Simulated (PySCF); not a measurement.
## `C=Cc1cnn[nH]1`, C₄H₅N₃

Geometry:
| atom | x (Å) | y (Å) | z (Å) |
| --- | --- | --- | --- |
| C1 | -2.019 | 0.491 | -0.306 |
| C2 | -1.111 | -0.249 | 0.321 |
| C3 | 0.308 | -0.140 | 0.106 |
| C4 | 1.100 | 0.658 | -0.709 |
| N5 | 2.386 | 0.333 | -0.505 |
| N6 | 2.458 | -0.598 | 0.367 |
| N7 | 1.226 | -0.907 | 0.756 |
| H8 | -3.070 | 0.374 | -0.113 |
| H9 | -1.740 | 1.236 | -1.031 |
| H10 | -1.415 | -0.993 | 1.047 |
| H11 | 0.818 | 1.419 | -1.405 |
| H12 | 1.061 | -1.624 | 1.446 |

Theory: PySCF, GIAO KT3/pcSseg-1 magnetisability, rotational g tensor and spin-rotation constants, non-relativistic, gas phase. Geometry: GFN2-xTB.

(1) Give the nuclear spin-rotation constants along the inertial axes (H = +C I·J) beside the isotropic shieldings.

(2) How do the rotational constants and the g tensor change when H8, H9, H10, H11, H12 are replaced by deuterium?

Answers

(1) Rotational constants 8.5007, 2.0539, 1.6542 GHz. A star marks the isotopologue with that one atom substituted, in its own axes.
```
atom  isotope  Caa (kHz)  Cbb (kHz)  Ccc (kHz)  mean (kHz)  σ (ppm)
  N5      14N      1.932      0.546      0.092       0.857    -89.2
  N6      14N      1.830      0.539      0.138       0.836    -98.8
  N7      14N      0.918      0.397      0.149       0.488     28.7
  H8       1H      0.645     -0.181     -0.190       0.092     26.3
  H9       1H     -0.776      0.179     -0.186      -0.261     25.8
 H10       1H     -0.715      0.174     -0.180      -0.240     25.2
 H11       1H     -0.631      0.194     -0.173      -0.204     23.9
 H12       1H     -0.911      0.291     -0.185      -0.268     21.4
  C1     13C*      3.129      0.727      0.217       1.358     73.4
  C2     13C*      3.071      0.799      0.222       1.364     67.8
  C3     13C*      3.585      0.761      0.271       1.539     53.3
  C4     13C*      2.759      0.827      0.286       1.291     64.5
```
For the geometry as given, no vibrational averaging.

(2) Constants 6.9694, 1.8717, 1.4755 GHz; g -0.0872, -0.0437, 0.0090, against -0.1062, -0.0475, 0.0105 before.
